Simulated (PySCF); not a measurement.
**Working out the ionisation energy of Ta⁺**

Ta⁺ [Xe] 4f14 5d3 6s1 (5F) → Ta²⁺ [Xe] 4f14 5d3 (4F). Calculation: PySCF 2.14, in def2-TZVPPD with the def2 core potential (60 electrons); a scalar-relativistic core potential. Frozen: nothing. Energies in hartree (1 hartree = 27.21139 eV):

| part | Ta⁺ (lower) | Ta²⁺ (upper) |
| --- | --- | --- |
| UHF | -56.082247 | -55.562612 |
| CCSD correlation | -0.238649 | -0.210333 |
| (T) | -0.005290 | -0.003771 |

Q: What does Hartree-Fock give?

A: (-55.562612) − (-56.082247) = 0.519635 hartree = 14.140 eV.

Q: What do CCSD and CCSD(T) give?

A: The CCSD correlation energies differ by 0.028316 hartree = 0.771 eV and the triples by 0.001519 hartree = 0.041 eV, so CCSD gives 14.911 eV and CCSD(T) 14.952 eV.

Reference: 16.2 ± 0.5 eV (semi-empirical (NIST evaluation); NIST Atomic Spectra Database, ionization energies), between the lowest levels; spin-orbit coupling is absent from the calculation.

What remains against the reference includes basis incompleteness and higher excitations.
